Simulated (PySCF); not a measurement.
Solvent effects on NMR parameters

Structure with atom numbers: `[CH3:1][N+:2]([CH3:3])([AlH3-:4])[CH2:5][C:6]([F:7])([F:8])[F:9]`. Each H is labelled by its parent atom.

GIAO PBE0/pcSseg-1 in PySCF 2.14.0 with density-fitted response routines on one PBE0-D3(BJ)/def2-SVP conformer, non-relativistic, equivalent nuclei averaged. Solvents enter as an IEF-PCM continuum (chloroform with ε = 4.7, dichloromethane with ε = 8.9) around the gas-phase geometry. Shifts are referred to TMS, AlH4-, CFCl3 computed in the same medium.

Gas phase, δ in ppm: C6 130.2, C5 56.4, C1/C3 44.1, Al4 90.9, F7/F8/F9 -76.4, H(Al4) 4.03, H(C5) 3.26, H(C1)/H(C3) 2.71. Dipole moment 3.18 D.

Question: How does each δ change in the continuum?

Answer: 
```csv
atoms,environment,"Δδ, chloroform","Δδ, dichloromethane"
C6,CF3 carbon,+1.1,+1.4
C5,sp3 CH2 bonded to N,+0.2,+0.2
C1/C3,methyl carbon bonded to N,+0.4,+0.5
Al4,"aluminium bonded to N, 3 H",-15.5,-17.7
F7/F8/F9,fluorine of a CF3 group,+1.3,+1.5
H(Al4),hydrogen on an aluminium bonded to N,-0.32,-0.37
H(C5),hydrogen on an sp3 CH2 bonded to N,+0.10,+0.12
H(C1)/H(C3),hydrogen on a methyl carbon bonded to N,+0.07,+0.08
```

Changes are relative to the gas phase. The dipole moment becomes 3.70 D in chloroform, 3.80 D in dichloromethane.

Question: Which of the listed nuclei move most (in ppm), and what does the model miss? (N and O are left out, as their reference compounds move with the solvent too.)

Answer: Al4 (aluminium bonded to N, 3 H, -17.7 ppm) in dichloromethane. A continuum only polarises the solute; specific hydrogen bonds, the anisotropy of aromatic solvents and changes of geometry or conformer are outside it.
